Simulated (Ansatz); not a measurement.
`C[N](C)[GeH3]` + `[SnH4]` → `[GeH3][SnH3]` + `CNC`  (formal exchange of groups at a Ge–N bond)

Calculated with Ansatz (gas phase, PBE0-D4/def2-TZVP geometries, no zero-point term in ΔE). CBS: MP2 limit from def2 TZ/QZ plus the TZ coupled-cluster correction, frozen cores. DFT in def2-TZVPP. HSE06 is defined as in plane-wave codes. def2 core potentials past Kr. For Ge, Sn outer-core shells are correlated without core-valence functions, which leaves a few kJ/mol of doubt a bond. Scalar relativity is left out up to krypton.

`C[N](C)[GeH3]`:

Z-matrix (Å, degrees):
```
C
N 1 1.443
H 1 1.104 2 113.6
H 1 1.097 2 109.9 3 -120.1
H 1 1.093 2 110.5 3 121.5
C 2 1.443 1 112.5 3 61.1
Ge 2 1.840 1 116.7 3 -77.9
H 6 1.093 2 110.5 1 177.5
H 6 1.097 2 109.9 1 59.0
H 6 1.104 2 113.6 1 -61.1
H 7 1.536 2 107.0 1 -171.4
H 7 1.550 2 112.8 1 68.6
H 7 1.536 2 107.0 1 -51.4
```

`[SnH4]`:

Z-matrix (Å, degrees):
```
Sn
H 1 1.704
H 1 1.704 2 109.5
H 1 1.704 2 109.5 3 -120.0
H 1 1.704 2 109.5 3 120.0
```

`[GeH3][SnH3]`:

Z-matrix (Å, degrees):
```
Ge
Sn 1 2.595
H 1 1.538 2 110.4
H 1 1.538 2 110.4 3 -120.0
H 1 1.538 2 110.4 3 120.0
H 2 1.707 1 110.4 3 59.1
H 2 1.707 1 110.5 3 -61.0
H 2 1.707 1 110.4 3 179.0
```

`CNC`:

Z-matrix (Å, degrees):
```
C
N 1 1.445
H 1 1.094 2 109.4
H 1 1.092 2 110.0 3 117.9
H 1 1.104 2 114.0 3 -120.2
C 2 1.445 1 112.8 3 65.3
H 2 1.011 1 109.8 3 -171.9
H 6 1.104 2 114.0 1 54.9
H 6 1.094 2 109.4 1 -65.3
H 6 1.092 2 110.0 1 176.8
```

```
             level  ΔE (kJ/mol)
            B97M-V        -37.9
           ωB97M-V        -49.0
          PBE-QIDH        -51.1
             HSE06        -60.5
         CAM-B3LYP        -50.1
       HF/def2-SVP        -47.0
     CCSD/def2-SVP        -42.8
SCS-MP2/def2-QZVPP        -44.4
```

Q: What does CCSD(T)/CBS give? (An estimate is asked.)

A: Ansatz gave: -51.6 kJ/mol. The listed levels differ from it by 13.7, 2.6, 0.5, -8.9, 1.5, 4.6, 8.8, 7.2 kJ/mol.

Largest T1 diagnostic among the species: 0.013.

Leaving LDA and LC-ωPBE aside and taking each functional with its dispersion term where it has one, the values, not all of them listed here, spread over 19.4 kJ/mol, from HSE06-D4 to B97M-V. LDA lies +9.0 kJ/mol from PBE without D4. The D4 term adds +6.7 kJ/mol with B3LYP and +3.6 kJ/mol with PBE0; it sums over pairs of atoms, weighted by their polarisabilities, and B3LYP, whose exchange is more repulsive, gets the larger term.

B3LYP here is the variant with VWN-RPA as its local correlation; programs differ in this.
